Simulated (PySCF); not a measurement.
C2H3F2, SMILES [C](C)(F)F, multiplicity 2. Geometry: r2SCAN-D4/def2-SVP. The isomer is the one that the SMILES or the coordinates give; other isomers of the formula were not compared.

Computed equilibrium geometry at r2SCAN-D4/def2-SVP (PySCF confirms it by a frequency run) as bond lengths and angles, and its point group:
point group Cs.
Atoms: C1 C2 F3 F4 H5 H6 H7. Bonds (Å): C1–C2 1.483, C1–H5 1.107, C1–H6 1.098, C1–H7 1.098, C2–F3 1.337, C2–F4 1.337. Angles (°): C2–C1–H5 110.3, C2–C1–H6 110.1, C2–C1–H7 110.1, H5–C1–H6 108.5, H5–C1–H7 108.5, H6–C1–H7 109.2, C1–C2–F3 115.1, C1–C2–F4 115.1, F3–C2–F4 109.8.
Charge 0, spin multiplicity 2.
